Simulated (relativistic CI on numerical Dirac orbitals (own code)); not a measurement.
# Radial parameters of Er³⁴⁺

Computed by Dirac-Coulomb-Breit CI, orbitals from a KLI potential per configuration, a model potential for QED, unscaled Slater integrals (own radial code, finite nucleus).

Slater integrals F^k, G^k are unscaled and averaged over j, outside the closed core [Ar] 3d10; ζ comes from projecting the Hamiltonian with its Breit term on Σ l·s of the shell.

- 4s²4p⁴: F^2(4p,4p) = 219780, ζ(4p) = 320620 cm⁻¹; <r>(4p) = 0.4657, <r^2>(4p) = 0.2452 (bohr units).
- 4s4p⁵: G^1(4s,4p) = 287600, ζ(4p) = 320400 cm⁻¹; <r>(4s) = 0.4546, <r^2>(4s) = 0.2322, <r>(4p) = 0.4658, <r^2>(4p) = 0.2454 (bohr units).
- 4s²4p³4d: F^2(4p,4p) = 219740, ζ(4p) = 321120, F^2(4p,4d) = 216030, G^1(4p,4d) = 267890, G^3(4p,4d) = 171910, ζ(4d) = 40124 cm⁻¹; <r>(4p) = 0.4657, <r^2>(4p) = 0.2453, <r>(4d) = 0.4661, <r^2>(4d) = 0.2482 (bohr units).

Averages of the first 10 configurations, taken without configuration mixing, which lowers the lowest level and can move excited configurations by several eV; other configurations of the list can lie among them:

| Configuration | Parity | States | Average energy above the lowest level (eV) |
| --- | --- | --- | --- |
| 4s²4p⁴ | even | 15 | 43.5 |
| 4s4p⁵ | odd | 12 | 176.3 |
| 4s²4p³4d | odd | 200 | 208.1 |
| 4p⁶ | even | 1 | 318.8 |
| 4s4p⁴4d | even | 300 | 336.5 |
| 4s²4p³4f | even | 280 | 371.7 |
| 4s4p⁴4f | odd | 420 | 500.4 |
| 4p⁵4d | odd | 60 | 474.8 |
| 4s4p³4d² | odd | 1800 | 499.6 |
| 4s²4p²4d4f | odd | 2100 | 536.8 |
